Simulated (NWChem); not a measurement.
System: C$_{4}$H$_{4}$OS; SMILES C#C[C@@H]1OCS1

NWChem input:

```
start job
memory heap 200 mb stack 900 mb global 1100 mb
geometry units angstroms noautoz
  C      0.247467    -2.776581    -0.302622
  C      0.056561    -1.646737     0.078961
  C     -0.161464    -0.304272     0.584758
  O     -1.319844     0.339389     0.035246
  C     -0.706556     1.483610    -0.554686
  S      1.014437     1.019455    -0.046595
  H      0.416390    -3.765923    -0.663600
  H     -0.198839    -0.303950     1.680199
  H     -1.058477     2.415751    -0.099751
  H     -0.849142     1.509779    -1.640439
end
basis spherical
  C library def2-svp
  O library def2-svp
  S library def2-svp
  H library def2-svp
end
dft
  xc xpbe96 cpbe96
  iterations 150
  vectors input atomic output neutral.movecs
end
task dft energy
charge 1
dft
  odft
  mult 2
  vectors input atomic output cation.movecs
end
task dft energy
```

Parts of the log:

```
             Northwest Computational Chemistry Package (NWChem) 7.3.0
             --------------------------------------------------------

 C1  symmetry detected

                             Geometry "geometry" -> ""
                             -------------------------

 Output coordinates in angstroms (scale by  1.889725989 to convert to a.u.)

  No.       Tag          Charge          X              Y              Z
 ---- ---------------- ---------- -------------- -------------- --------------
    1 C                    6.0000     0.21026672    -2.75826466    -0.34222525
    2 C                    6.0000     0.03713392    -1.63867565     0.07627640
    3 C                    6.0000    -0.15840371    -0.30994999     0.62566782
    4 O                    8.0000    -1.32636237     0.35620723     0.12545358
    5 C                    6.0000    -0.72094611     1.51311165    -0.44763189
    6 S                   16.0000     1.00955899     1.02415421     0.00146270
    7 H                    1.0000     0.36292283    -3.73786863    -0.73555700
    8 H                    1.0000    -0.16706829    -0.34077771     1.72127841
    9 H                    1.0000    -1.05446224     2.43395895     0.04278460
   10 H                    1.0000    -0.89174210     1.57123408    -1.52806035

 Effective nuclear repulsion energy (a.u.)     264.4366369891

  pbe96 is a nonlocal functional; adding pw91lda local functional.

                                 NWChem DFT Module
                                 -----------------

 Summary of "ao basis" -> "ao basis" (spherical)
 ------------------------------------------------------------------------------
       Tag                 Description            Shells   Functions and Types
 ---------------- ------------------------------  ------  ---------------------
 C                          def2-svp                 6       14   3s2p1d
 O                          def2-svp                 6       14   3s2p1d
 S                          def2-svp                 8       18   4s3p1d
 H                          def2-svp                 3        5   2s1p

            General Information
            -------------------
          SCF calculation type: DFT
          Wavefunction type:  closed shell.
          No. of atoms     :    10
          No. of electrons :    52
           Alpha electrons :    26
            Beta electrons :    26
          Charge           :     0
          Spin multiplicity:     1
          Use of symmetry is: off; symmetry adaption is: off
          Maximum number of iterations: 150
          AO basis - number of functions:   108
                     number of shells:    50
          Convergence on energy requested:  1.00D-06
          Convergence on density requested:  1.00D-05
          Convergence on gradient requested:  5.00D-04

              XC Information
              --------------
          PerdewBurkeErnzerhof Exchange Functional  1.000
            Perdew 1991 LDA Correlation Functional  1.000 local
           PerdewBurkeErnz. Correlation Functional  1.000 non-local

             Grid Information
             ----------------
          Grid used for XC integration:  medium
          Radial quadrature: Mura-Knowles
          Angular quadrature: Lebedev.
          Tag              B.-S. Rad. Rad. Pts. Rad. Cut. Ang. Pts.
          ---              ---------- --------- --------- ---------
          C                   0.70       49          13.0       434
          O                   0.60       49          11.0       434
          S                   1.00       88          12.0       590
          H                   0.35       45          14.0       434
          Grid pruning is: on
          Number of quadrature shells:   513
          Spatial weights used:  Erf1

      Superposition of Atomic Density Guess
      -------------------------------------

 Sum of atomic energies:        -624.53483047

      Non-variational initial energy
      ------------------------------

 Total energy =    -627.495136
 1-e energy   =   -1381.882352
 2-e energy   =     489.950578
 HOMO         =      -0.254789
 LUMO         =      -0.002254

   convergence    iter        energy       DeltaE   RMS-Dens  Diis-err
 ---------------- ----- ----------------- --------- --------- ---------
 d= 0,ls=0.0,diis     1   -627.2485640856 -8.92D+02  2.19D-02  1.12D+00
 d= 0,ls=0.0,diis     2   -627.0207529536  2.28D-01  1.56D-02  3.11D+00
 d= 0,ls=0.0,diis     3   -627.3496471175 -3.29D-01  4.92D-03  2.06D-01
 d= 0,ls=0.0,diis     4   -627.3452355933  4.41D-03  2.70D-03  2.34D-01
 d= 0,ls=0.0,diis     5   -627.3752011958 -3.00D-02  7.08D-04  5.16D-03
  Resetting Diis
 d= 0,ls=0.0,diis     6   -627.3757652772 -5.64D-04  2.19D-04  4.96D-04
 d= 0,ls=0.0,diis     7   -627.3758226682 -5.74D-05  2.10D-04  5.41D-05
 d= 0,ls=0.0,diis     8   -627.3758001550  2.25D-05  1.38D-04  2.36D-04
 d= 0,ls=0.0,diis     9   -627.3758295893 -2.94D-05  1.40D-05  2.43D-06
 d= 0,ls=0.0,diis    10   -627.3758298035 -2.14D-07  4.96D-06  8.32D-07

         Total DFT energy =     -627.375829803453
      One electron energy =    -1385.601031646468
           Coulomb energy =      550.689909860394
    Exchange-Corr. energy =      -56.901345006465
 Nuclear repulsion energy =      264.436636989086

 Numeric. integr. density =       51.999999386454

                       DFT Final Molecular Orbital Analysis
                       ------------------------------------

 Vector   24  Occ=2.000000D+00  E=-2.529883D-01
              MO Center=  2.6D-02, -1.3D+00, -9.2D-02, r^2= 3.6D+00
   Bfn.  Coefficient  Atom+Function         Bfn.  Coefficient  Atom+Function
  ----- ------------  ---------------      ----- ------------  ---------------
     6      0.339105   1 C  pz               20      0.294762   2 C  pz
    22     -0.193185   2 C  py                9      0.181584   1 C  pz
    47     -0.173376   4 O  py               19     -0.163425   2 C  py
    48     -0.158601   4 O  pz               83      0.152601   6 S  pz
    81     -0.136736   6 S  px                5     -0.133674   1 C  py

 Vector   25  Occ=2.000000D+00  E=-2.348404D-01
              MO Center= -6.3D-01,  1.3D-02,  7.9D-02, r^2= 3.4D+00
   Bfn.  Coefficient  Atom+Function         Bfn.  Coefficient  Atom+Function
  ----- ------------  ---------------      ----- ------------  ---------------
    48      0.441916   4 O  pz               51      0.320416   4 O  pz
    47      0.229827   4 O  py               82     -0.198332   6 S  py
     4     -0.192934   1 C  px               50      0.179656   4 O  py
    18     -0.161075   2 C  px               83     -0.156084   6 S  pz
    79     -0.141583   6 S  py                7     -0.140487   1 C  px

 Vector   26  Occ=2.000000D+00  E=-2.006431D-01
              MO Center=  5.7D-01,  9.3D-01,  5.2D-03, r^2= 2.5D+00
   Bfn.  Coefficient  Atom+Function         Bfn.  Coefficient  Atom+Function
  ----- ------------  ---------------      ----- ------------  ---------------
    83      0.521314   6 S  pz               80      0.369138   6 S  pz
    82      0.281221   6 S  py               77      0.209086   6 S  pz
    79      0.199008   6 S  py              104      0.164662  10 H  s
    99     -0.160785   9 H  s                22      0.158692   2 C  py
    48      0.156688   4 O  pz               94     -0.146278   8 H  s

 Vector   27  Occ=0.000000D+00  E=-6.352977D-02
              MO Center=  4.8D-01,  4.1D-02,  4.6D-02, r^2= 4.2D+00
   Bfn.  Coefficient  Atom+Function         Bfn.  Coefficient  Atom+Function
  ----- ------------  ---------------      ----- ------------  ---------------
    82      0.671932   6 S  py               31      0.650208   3 C  s
    59     -0.473493   5 C  s                35      0.344326   3 C  px
    83     -0.336517   6 S  pz               32      0.274955   3 C  px
     7     -0.263950   1 C  px               79      0.265100   6 S  py
    36      0.255105   3 C  py                4     -0.226243   1 C  px

 Vector   28  Occ=0.000000D+00  E=-4.092028D-02
              MO Center=  1.6D-02, -3.9D-01, -5.1D-02, r^2= 4.9D+00
   Bfn.  Coefficient  Atom+Function         Bfn.  Coefficient  Atom+Function
  ----- ------------  ---------------      ----- ------------  ---------------
    59      0.536201   5 C  s                63      0.466614   5 C  px
    45      0.437407   4 O  s                81      0.424109   6 S  px
    74     -0.340062   6 S  s                 7     -0.313546   1 C  px
    60      0.307336   5 C  px               35      0.289866   3 C  px
    21      0.273389   2 C  px                4     -0.265424   1 C  px

 Vector   29  Occ=0.000000D+00  E= 2.764341D-03
              MO Center=  1.3D-01, -1.3D+00,  9.1D-02, r^2= 4.4D+00
   Bfn.  Coefficient  Atom+Function         Bfn.  Coefficient  Atom+Function
  ----- ------------  ---------------      ----- ------------  ---------------
    31      0.687748   3 C  s                95     -0.645627   8 H  s
     9     -0.532090   1 C  pz               23      0.448204   2 C  pz
    59     -0.394780   5 C  s                22     -0.375403   2 C  py
    20      0.363607   2 C  pz               81     -0.331971   6 S  px
     6     -0.328130   1 C  pz               63     -0.308508   5 C  px

     Multipole analysis of the density
     ---------------------------------

     L   x y z        total         alpha         beta         nuclear
     -   - - -        -----         -----         ----         -------
     0   0 0 0     -0.000000    -26.000000    -26.000000     52.000000

     1   1 0 0      0.021693      0.010847      0.010847     -0.000000
     1   0 1 0      0.009341      0.004671      0.004671      0.000000
     1   0 0 1     -0.037048     -0.018524     -0.018524      0.000000

     2   2 0 0    -33.791931    -81.158415    -81.158415    128.524899
     2   1 1 0     -2.116503      3.583115      3.583115     -9.282732
     2   1 0 1      0.403674     -0.480873     -0.480873      1.365420
     2   0 2 0    -25.157586   -220.327617   -220.327617    415.497649
     2   0 1 1     -0.168031      0.034218      0.034218     -0.236466
     2   0 0 2    -30.022755    -33.322385    -33.322385     36.622014

                                 NWChem DFT Module
                                 -----------------

            General Information
            -------------------
          SCF calculation type: DFT
          Wavefunction type:  spin polarized.
          No. of atoms     :    10
          No. of electrons :    51
           Alpha electrons :    26
            Beta electrons :    25
          Charge           :     1
          Spin multiplicity:     2
          Use of symmetry is: off; symmetry adaption is: off
          Maximum number of iterations: 150
          AO basis - number of functions:   108
                     number of shells:    50
          Convergence on energy requested:  1.00D-06
          Convergence on density requested:  1.00D-05
          Convergence on gradient requested:  5.00D-04

              XC Information
              --------------
          PerdewBurkeErnzerhof Exchange Functional  1.000
            Perdew 1991 LDA Correlation Functional  1.000 local
           PerdewBurkeErnz. Correlation Functional  1.000 non-local

             Grid Information
             ----------------
          Grid used for XC integration:  medium
          Radial quadrature: Mura-Knowles
          Angular quadrature: Lebedev.
          Tag              B.-S. Rad. Rad. Pts. Rad. Cut. Ang. Pts.
          ---              ---------- --------- --------- ---------
          C                   0.70       49          13.0       434
          O                   0.60       49          11.0       434
          S                   1.00       88          12.0       590
          H                   0.35       45          14.0       434
          Grid pruning is: on
          Number of quadrature shells:   513
          Spatial weights used:  Erf1

      Superposition of Atomic Density Guess
      -------------------------------------

 Sum of atomic energies:        -624.53483047

 Renormalizing density from      52.00 to     51

      Non-variational initial energy
      ------------------------------

 Total energy =    -619.583534
 1-e energy   =   -1355.307691
 2-e energy   =     471.287520
 HOMO         =      -0.545093
 LUMO         =      -0.283640

[...]
```

Level: PBE/def2-SVP, vertical spin-unrestricted ions. Coordinates come from a B3LYP/6-31G* (spherical d) optimisation.
